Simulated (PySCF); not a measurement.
The numbers below are computed, except where a source is named.
**CH9ClNOSi3**

CH9ClNOSi3 is a small molecule (built as: Si site whose three back bonds go to NHSiH3, CH2SiH3, Cl; end group O), neutral, doublet. The structure, one conformer, was relaxed in the gas phase by PBE0-D3(BJ)/def2-SVP. No frequency run checks that it is a minimum.

SMILES: [O][Si](Cl)(C[SiH3])N[SiH3]

```tsv
atom	x (Å)	y (Å)	z (Å)
Si1	0.093	-0.324	0.881
N2	1.746	-0.621	0.460
Si3	2.764	0.325	-0.613
C4	-1.075	-0.133	-0.537
Si5	-2.863	0.279	-0.086
Cl6	-0.517	-1.919	2.048
O7	0.286	1.065	1.769
H8	2.226	-1.240	1.113
H9	1.857	1.197	-1.410
H10	3.749	1.161	0.135
H11	3.518	-0.588	-1.524
H12	-1.068	-1.068	-1.122
H13	-0.691	0.674	-1.185
H14	-2.909	1.531	0.728
H15	-3.469	-0.835	0.699
H16	-3.659	0.485	-1.334
```

EPR values by unrestricted B3LYP, IGLO-III on C Cl N O Si, pcH-1 on H.

Task: Predict g and the largest hyperfine couplings. Where does the spin sit?

Result: g = 2.0027, 2.0094, 2.0280. The spin sits on O7 (84 %, bonded to 1 Si) by Mulliken populations.
```json
{"atom": "O7", "isotope": "17O", "isotropic (MHz)": "-38.1", "dipolar, principal values (MHz)": "-234.3, 115.6, 118.7"}
{"atom": "Si1", "isotope": "29Si", "isotropic (MHz)": "43.5", "dipolar, principal values (MHz)": "-2.0, -0.1, 2.2"}
{"atom": "N2", "isotope": "14N", "isotropic (MHz)": "11.1", "dipolar, principal values (MHz)": "-10.8, -10.7, 21.5"}
{"atom": "H8", "isotope": "1H", "isotropic (MHz)": "-13.2", "dipolar, principal values (MHz)": "-13.9, -1.9, 15.8"}
{"atom": "H11", "isotope": "1H", "isotropic (MHz)": "16.0", "dipolar, principal values (MHz)": "-1.4, -0.8, 2.3"}
{"atom": "H10", "isotope": "1H", "isotropic (MHz)": "6.8", "dipolar, principal values (MHz)": "-1.9, -1.1, 3.0"}
```
